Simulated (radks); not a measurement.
Question: The tungsten ion W2+ is in [Xe] 4f14 5d(3/2: 4, 5/2: 0). All-electron calculation, Dirac Kohn-Sham, relativistic LDA (MacDonald-Vosko exchange, VWN5 correlation), spin-unpolarised, spherical densities, finite nucleus; Fermi nuclear charge, rms radius of each element as measured or else 0.836 A^(1/3) + 0.57 fm. Program: a radial shooting solver on a logarithmic mesh with Libxc functionals. Sub-shells are occupied by j as written (lower j first in brackets). One electron is removed from 4f7/2, 4f5/2, 5d3/2, 5p3/2 in turn, with full relaxation. Which removal costs least, and what does each cost?

Answer: 5d3/2 25.986 eV; 4f7/2 59.330 eV; 4f5/2 61.667 eV; 5p3/2 63.335 eV. The 5d3/2 electron leaves first.
